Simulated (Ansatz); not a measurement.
A structure relaxed at PBE-D4/def2-TZVP in Ansatz, charge 0, doublet:

```xyz
3

Au    1.469   -0.297    1.725
Au   -1.759   -0.210   -1.444
Br    0.290    0.507   -0.281
```

Task: Give its formula and point group.

Result: Au₂Br. Point group C2v (tolerance 0.1 Å).

Task: Summarise the bond lengths by kind (pairs closer than 1.2 times the sum of covalent radii, bridged metal pairs left out).

Result: 2 × Au–Br 2.46 Å.

In the def2 sets Au takes a core potential; there is no spin–orbit coupling. The relaxation made no stability test and no search for a lower SCF solution. No other spin state of charge 0 was run. Another isomer (doublet) lies 0.52 eV lower at PBE0-D4/def2-TZVP; other spin states weren't run for this one.
